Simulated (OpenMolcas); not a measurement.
Ni4+ among 2 point charges of -2.5 e arranged as a linear pair (D∞h), 2.11 Å from the ion.
```
   0.0000    0.0000    2.1100  -2.50
   0.0000    0.0000   -2.1100  -2.50
```

```json
{"Program": "OpenMolcas 26.06", "Method": "SS-CASPT2, IPEA 0.25 Eh, imaginary shift 0.1 Eh (closed shells correlated: 3s 3p)", "Basis": "ANO-RCC-VDZP [5s4p2d1f]", "Scalar Hamiltonian": "DKH2, point nucleus", "Active space": "6 electrons in 5 orbitals (3d)", "State averaging": "2S+1 = 5 even, 5 roots; 2S+1 = 3 even, 45 roots; 2S+1 = 1 even, 50 roots", "Spin-orbit coupling": "RASSI with atomic mean-field integrals over the reference wave functions"}
```

(1) What is the spin-free ground state (labels by Λ)?

(2) Where is the first state of the same spin?

(3) What are the lowest two levels with spin-orbit coupling?

(4) What is χT at 300 K, and how does it compare with the textbook value?

Answers

(1) 5Δ, 2-fold in its orbital part, 100 % from free-ion D terms; it has the highest spin that d6 allows.

(2) 5Π at 6950 cm-1 above the ground state.

(3) A 2-fold level with g = 0.00, 0.00, 12.00, then a 2-fold level 420 cm-1 above it. Their leading multiplicities are 5 (100 %) and 5 (100 %).

(4) The lowest level has 2S+1 = 5, for which the spin-only value is χT = S(S+1) / 2 = 3.000 cm3 K/mol (g = 2). The computed 5.130 at 300 K differs by +2.130, through orbital momentum, spin-orbit coupling and any other state in reach.

Roots that are degenerate in the reference are averaged as groups; the widest CASPT2 spread within a group is 20 cm-1 (the 2-fold group of multiplicity 3 near 30600 cm-1 above the lowest state of its run). Shifts and gaps below about the spread of the groups concerned are not significant. Point charges give a weaker field than real ligands, and real ions of this kind are often low spin; the high spin found here belongs to the model. Free-ion shares, where given, are those of the reference states; single-state CASPT2 does not remix them. Point charges carry no covalency, so the field is a model and not that of real ligands. No measured value stands beside these numbers.

With an even number of electrons the g values are those of a degenerate or nearly degenerate non-Kramers pair.
